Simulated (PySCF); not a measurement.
## Potassium: a sound run and one with changed settings

Sound run: K²⁺ [Ne] 3s2 3p5, K³⁺ [Ne] 3s2 3p4. All numbers are calculated (PySCF 2.14, scalar relativity by spin-free X2C-1e, in x2c-SVPall (5s3p2d, 24 functions)). In the sound run the correlated levels freeze [Ne] 3s2. The sound run starts from symmetry-adapted Hartree-Fock orbitals and uses a fine grid where one is needed.

Changed run: basis STO-3G, all-electron and non-relativistic. This setting is unsound on purpose.

| species | method | sound run (hartree) | changed run (hartree) | converged |
| --- | --- | --- | --- | --- |
| K²⁺ | UHF | -600.05251 | -591.89066 | yes |
| K²⁺ | r2SCAN | -600.72354 | -592.48566 | yes |
| K²⁺ | PBE0 | -600.58914 | -592.34717 | yes |
| K²⁺ | MP2 | -600.07651 | -591.89339 | yes |
| K²⁺ | CCSD(T) | -600.08000 | -591.89385 | yes |
| K³⁺ | UHF | -598.32836 | -590.24609 | yes |
| K³⁺ | r2SCAN | -598.94568 | -590.79117 | yes |
| K³⁺ | PBE0 | -598.81336 | -590.65268 | yes |
| K³⁺ | MP2 | -598.34101 | -590.24680 | yes |
| K³⁺ | CCSD(T) | -598.34319 | -590.24693 | yes |

Ionisation energy of K²⁺:

```
 method  sound run (eV)  changed run (eV)
    UHF          46.917            44.751
 r2SCAN          48.378            46.110
   PBE0          48.321            46.109
    MP2          47.225            44.806
SCS-MP2          47.231            44.806
   CCSD          47.261            44.814
CCSD(T)          47.261            44.815
```

A minimal basis cannot let orbitals breathe on ionisation and holds almost no correlation. The Hamiltonian changed with the basis, so the totals do not compare.

For comparison, NIST gives 45.803 eV between the lowest levels.
